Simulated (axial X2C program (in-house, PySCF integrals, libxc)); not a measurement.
# Worked dissociation energy of SeF: PW91, two-component

Calculated with an in-house all-electron X2C program for linear molecules (integrals from PySCF). Two-component (2c) means X2C with spin–orbit coupling and atomic mean-field two-electron Coulomb and Gaunt terms. Basis: Se dyall-cv3z [8s9p6d4f1g], F dyall-av3z [7s6p3d2f] (cores contracted in-house); Gaussian nuclei, density fitting, unrestricted open shells. Masses: Se 79.917 u, F 18.998 u.

Molecular state: Ω = 3/2 (⟨Sz⟩ = 0.50, ⟨Lz⟩ = 1.00 at PW91).

```
E(Se) (2M_J = 4) : -2429.266991 hartree
E(F) (2M_J = 1)  : -99.824040 hartree
E(SeF) at Re     : -2529.236840 hartree
ωe               : 654.4 cm⁻¹
ωexe             : 3.03 cm⁻¹
```

Work out De and D0.

De = -2429.266991 + (-99.824040) − (-2529.236840) = 0.14581 hartree = 3.968 eV. The zero-point energy is ωe/2 − ωexe/4 = 326 cm⁻¹ = 0.040 eV, so D0 = 3.927 eV.

One determinant describes the state; a PBE0 search over occupations chose it and may have missed a lower one. De is counted from the lowest determinant-based energies of the atoms at the same level, without counterpoise correction. Density functionals use the spin component along the axis (collinear). A 2c atom that is not at its ground J level misses part of its spin–orbit lowering, and De is too large by that part (0.04 eV or less for light atoms). This holds for PW91. The functionals have no current-density term, which raises determinants with orbital currents, atoms included.

Each atomic determinant is the lowest at this level and need not be a pure J level. Totals compare only within one Hamiltonian and basis.
